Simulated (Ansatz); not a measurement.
Ansatz (a first-principles code) input:
A basis named .json is the Basis Set Exchange file of that set.

Ansatz 0.2 input:
```yaml
crystal:
  periodic: [false, false, false]
  atoms:
    - {symbol: B, position_ang: [-0.73191922, 0.19699974, 0.22690698]}
    - {symbol: O, position_ang: [0.45163180, -0.32443455, -0.08782496]}
    - {symbol: H, position_ang: [-1.05771089, 1.34062764, 0.05627479]}
    - {symbol: H, position_ang: [1.10425261, 0.26985007, -0.48820997]}
basis:
  gaussian:
    orbitals: cc-pVTZ
    fitting: {mean_field: def2-universal-jkfit, correlation: cc-pVTZ-RIFIT.json}
magnetization: {spin_polarized: true, initial_magnetization: 1}
correlation: {method: mp2, electrons: outside_noble_gas}
```

Task: Which total energy does the run end on?

Result: -101.04782 Eh (RI-MP2/cc-pVTZ). The basis has 88 functions.

It need not be the lowest isomer of its formula.
